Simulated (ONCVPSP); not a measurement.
# Ranking ONCV potentials for P (Z = 15)

All share these settings but for the change named:

* Element: P
* Generator: ONCVPSP 4.0.1
* Type: optimised norm-conserving Vanderbilt (ONCV)
* Functional: PBEsol
* Relativity: scalar-relativistic
* Frozen core: [He]
* Valence charge: 13
* Reference configuration: 2s2 2p6 3s1 3p4
* Partial waves: 2s+3s: rc 0.90 bohr, ncon 4, nbas 8, qcut 13.5 1/bohr, 3 projectors, debl 2.2 Ha; 2p+3p: rc 0.95 bohr, ncon 4, nbas 7, qcut 13.1 1/bohr, 3 projectors, debl 1.4 Ha
* Local potential: polynomial inside 0.85 bohr (lpopt 5, dvloc0 0 Ha)
* Core correction: Teter function, fcfact 2, rcfact 1.45

Cutoff: the first of the cutoffs (Ha) at which the residual kinetic energy of the hardest occupied pseudo-wave falls to 1 and 0.1 mHa per electron; the density cutoff is not measured.

The base gives 80 Ha.

Of 9 variants that were run, those that failed, showed a ghost or another fault, or gave nearly equal values are left out.

A variant can come out equal or close to the base.

**Question.** Rank these variants from softest to hardest (loose cutoff).
A. all radii but the core radius scaled by about 1.08 (s 0.98, p 1.02 bohr); local potential polynomial inside 0.92 bohr (lpopt 5, dvloc0 0 Ha)
B. all radii but the core radius scaled by about 1.26 (s 1.14, p 1.20 bohr); local potential polynomial inside 1.08 bohr (lpopt 5, dvloc0 0 Ha)
C. all radii but the core radius scaled by about 0.82 (s 0.74, p 0.78 bohr); local potential polynomial inside 0.70 bohr (lpopt 5, dvloc0 0 Ha)
D. all radii but the core radius scaled by about 0.91 (s 0.82, p 0.86 bohr); local potential polynomial inside 0.78 bohr (lpopt 5, dvloc0 0 Ha)

**Answer.** B (64 Ha), A (74 Ha), D (112 Ha), C (220 Ha).
